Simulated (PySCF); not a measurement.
One molecule, a ladder of functionals, a line

Molecule: SMILES C1=C(Cl)[C@@H]1BP, C$_{3}$H$_{5}$BClP.

Numbering as in the mapped SMILES `[PH2:1][BH:2][C@@H:3]1[CH:4]=[C:5]1[Cl:6]`. Hydrogens are named by the atom that carries them.

GIAO shieldings (ppm, equivalent atoms averaged) in PySCF 2.14.0 with density-fitted response routines on the PBE0-D3(BJ)/def2-SVP geometry, basis pcSseg-2, gas phase, non-relativistic:

```tsv
functional	exact exchange (%)	σ(B2)	σ(C3)	σ(Cl6)
BLYP	0	-3.7	134.2	682.3
BP86	0	0.4	138.3	694.7
PBE	0	-1.5	138.1	696.0
B3LYP	20	0.3	142.4	710.8
mPW1PW91	25	4.2	147.6	728.8
BHandHLYP	50	7.2	152.9	746.3
HF	100	22.5	168.6	798.9
```

(1) Fit each shielding as a line in the percentage of exact exchange.

(2) What does the line predict for PBE0 (25 %), and what does the run give?

## Answers

(1) σ(B2) = -2.3 + 0.24 x (rms 1.7 ppm); σ(C3) = 137.2 + 0.32 x (rms 1.6 ppm); σ(Cl6) = 692.4 + 1.08 x (rms 5.6 ppm). The functionals also differ in their semilocal parts, which the line can't hold; Hartree–Fock has no correlation at all.

(2) σ(B2): 3.7 predicted, 3.7 computed; σ(C3): 145.2 predicted, 147.9 computed; σ(Cl6): 719.4 predicted, 730.6 computed ppm.
